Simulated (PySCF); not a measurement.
C₂H₈GeOSi, SMILES C[Si@H]1O[CH2][GeH2]1.

The structure is a stationary point at r2SCAN-D4/def2-SVP. The structure was generated by enumeration; whether it is a known compound was not checked.

Vertical ionisation energy (IE) and electron affinity (EA) in eV. Rows of orbital energies are one-electron estimates. Where ΔSCF, EOM or ADC give a negative EA the extra electron is unbound and the value depends on the basis.

| level | IE | EA |
|---|---|---|
| −ε(HOMO), −ε(LUMO), r2SCAN/def2-TZVP (PySCF) | 6.45 | 0.47 |
| −ε(HOMO), −ε(LUMO), PBE/def2-TZVP (PySCF) | 6.22 | 0.79 |
